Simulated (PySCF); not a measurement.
Si(H)2(OMe)(NH2) (CH7NOSi), SMILES CO[SiH2]N.

Geometry optimised at B3LYP-D3(BJ)/def2-SVP. One conformer was computed; it need not be the lowest.

All values below come from TDDFT-B3LYP/def2-SVPD run with PySCF 2.14.0.

Vertical excitations.  State labels are in the subgroup Cs.

Q: Give excitation energies, oscillator strengths and character. (Estimate from the structure and the level; the computed values follow.)

A: 
```tsv
state	symmetry	energy (eV)	λ (nm)	f	main pairs
S1	A'	6.65	186	0.041	HOMO→LUMO 99 %
S2	A"	6.93	179	0.002	HOMO−1→LUMO 98 %
S3	A"	7.18	173	0.012	HOMO−1→LUMO+1 96 %
S4	A'	7.43	167	0.012	HOMO→LUMO+1 97 %
S5	A"	7.80	159	0.027	HOMO−1→LUMO+2 94 %
S6	A'	7.81	159	0.012	HOMO−2→LUMO 90 %
S7	A'	7.98	155	0.006	HOMO−2→LUMO+1 96 %
S8	A'	7.99	155	0.046	HOMO→LUMO+2 87 %
S9	A'	8.17	152	0.012	HOMO→LUMO+3 78 %, HOMO→LUMO+4 19 %
S10	A"	8.28	150	0.003	HOMO→LUMO+5 87 %
T1	A'	6.28	197	0	HOMO→LUMO 96 %
T2	A"	6.81	182	0	HOMO−1→LUMO 93 %
T3	A"	7.00	177	0	HOMO−1→LUMO+1 88 %
T4	A'	7.13	174	0	HOMO→LUMO+1 67 %, HOMO→LUMO+2 27 %
```
Triplets are in the Tamm–Dancoff approximation, which puts them higher than full response would, so one can lie above its singlet here.
